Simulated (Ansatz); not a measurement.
Geometry optimisation, Ansatz 0.2.0, RKS PBE/def2-SVP.

The input (input.yaml):

```yaml
crystal:
  periodic: [false, false, false]
  atoms:
    - { symbol: Ga, position_ang: [-0.672929, -1.064247, 0.555609] }
    - { symbol: H, position_ang: [-1.486861, 0.159688, 0.082041] }
    - { symbol: Cl, position_ang: [-1.060034, -3.006343, -0.267331] }
    - { symbol: Cl, position_ang: [0.752654, -0.898005, 2.154847] }
    - { symbol: H, position_ang: [1.393167, 0.820412, -1.204496] }
    - { symbol: F, position_ang: [1.248634, 0.003445, -1.599589] }
    - { symbol: H, position_ang: [-0.508305, 1.8091, 0.159619] }
    - { symbol: F, position_ang: [0.333474, 2.175749, 0.119198] }
basis:
  gaussian: { orbitals: def2-SVP }
hamiltonian:
  xc: pbe
relax:
  f_tol: 0.03
  max_steps: 50
output:
  orbitals: {}
```

Run as:

```bash
$ ansatz run input.yaml --threads 2 --pin off --max-ram 3072MiB --backend cpu --events-out ev --progress --plain --runs-dir out
```

Q: Where does it end, and by what steps?

A: The forces met the threshold. After 11 steps the energy has fallen by 0.647 eV; F6 moved furthest, 0.75 Å. Joined: Ga1–F6 (3.08 → 2.10 Å).

| step | energy less start (eV) | largest force component (eV/Å) | accepted |
| --- | --- | --- | --- |
| 0 | 0.0000 | 1.209 | yes |
| 1 | -0.2057 | 0.352 | yes |
| 2 | -0.4114 | 0.346 | yes |
| 3 | -0.5500 | 0.265 | yes |
| 4 | -0.5800 | 0.478 | yes |
| 5 | -0.5925 | 1.029 | yes |
| 6 | -0.6332 | 0.200 | yes |
| 7 | -0.6387 | 0.216 | yes |
| 8 | -0.6419 | 0.280 | yes |
| 9 | -0.6461 | 0.094 | yes |
| 10 | -0.6473 | 0.042 | yes |
| 11 | -0.6475 | 0.028 | yes |

```xyz
8
Properties=species:S:1:pos:R:3
Ga -0.314 -0.903 0.447
H -1.229 0.424 0.376
Cl -1.027 -2.633 -0.624
Cl 0.850 -1.152 2.248
H 0.919 0.831 -0.876
F 1.135 -0.145 -0.875
H -0.526 1.539 -0.124
F 0.191 2.038 -0.573
```

Run time: 25 s on 2 threads of Intel(R) Xeon(R) Platinum 8375C CPU @ 2.90GHz (Ice Lake), on a shared host, peak memory 0.18 GiB.
